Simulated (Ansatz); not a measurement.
Gas-phase electronic energies from Ansatz, PBE0-D4/def2-TZVP geometries. CBS: MP2 limit from def2 TZ/QZ plus the TZ coupled-cluster correction, frozen cores. This one scheme is used for every species. For Se outer-core shells are correlated without core-valence functions, which leaves a few kJ/mol of doubt a bond. Scalar relativity is left out up to krypton. Each species was taken in one conformer, which may not be the lowest.

Reaction (ligand exchange at a B–C bond): `CB(C)[SeH]` + H–F → `CB(F)[SeH]` + CH₄

```csv
species,CCSD(T)/CBS(def2) energy (Eh)
`CB(C)[SeH]`,-2505.86300
H–F,-100.39570
`CB(F)[SeH]`,-2565.84504
CH₄,-40.46206
```

Work out ΔE.

ΔE = (-2565.84504) + (-40.46206) − (-2505.86300) − (-100.39570) = -0.04840 Eh = -127.1 kJ/mol.

Largest T1 diagnostic among the species: 0.011.

The D4 term adds +7.5 kJ/mol with B3LYP and +4.1 kJ/mol with PBE0; it sums over pairs of atoms, weighted by their polarisabilities, and B3LYP, whose exchange is more repulsive, gets the larger term. In def2-TZVPP, CCSD(T) changes the Hartree–Fock value by +22.6 kJ/mol (the triples alone add +2.0 kJ/mol) and MP2 by +26.6 kJ/mol. From r2SCAN to r2SCAN0 (25 % exact exchange), in def2-TZVPP and without D4, ΔE moves by +3.1 kJ/mol.

B3LYP here is the variant with VWN-RPA as its local correlation; programs differ in this.
